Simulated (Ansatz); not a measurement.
H2BFN, SMILES `N[B-]F` (lower singlet) (charge -1, multiplicity 1). This singlet lies 0.93 eV below the relaxed triplet at the level frozen-core CCSD(T)/aug-cc-pVTZ // B3LYP-D3(BJ)/def2-TZVPD (Ansatz, a program for electronic structure).

Calculation: BLYP/aug-cc-pVTZ // B3LYP-D3(BJ)/def2-TZVPD (Ansatz).

Ansatz 0.2 input:
```yaml
crystal:
  periodic: [false, false, false]
  atoms:
    - { symbol: N, position_ang: [-0.509329, -0.094211, 0.013629] }
    - { symbol: B, position_ang: [0.829456, -0.544113, 0.235266] }
    - { symbol: F, position_ang: [1.714977, 0.476815, -0.104579] }
    - { symbol: H, position_ang: [-0.731895, 0.840425, -0.34099] }
    - { symbol: H, position_ang: [-1.303208, -0.678917, 0.196676] }
basis:
  gaussian: { orbitals: aug-cc-pVTZ }
hamiltonian:
  xc: blyp
total_charge: -1
```

Output:

```
Functional definition: BLYP
774 factors; their error is unknown
mean field evaluation 1: about -4909.4822 eV, gradient 6.8e1 eV
mean field evaluation 2: about -4841.1858 eV, gradient 1.6e2 eV
mean field evaluation 4: about -4914.1215 eV, gradient 3.2e1 eV
mean field evaluation 8: about -4918.0168 eV, gradient 5.1e-1 eV
mean field evaluation 16: about -4917.9926 eV, gradient 6.7e-4 eV
mean field -4917.99257166 eV, -180.7328934733 hartree, gradient 1.6e-5 eV, S^2 0.000000; 1 other end points of the search recorded, 0 dependent functions left out
reference -4917.99280847 eV, -180.7329021762 hartree; 12, 12 occupied and 172, 172 virtual orbitals, 774 factors
Total energy: -4917.99280847 eV, -180.7329021762 hartree
```
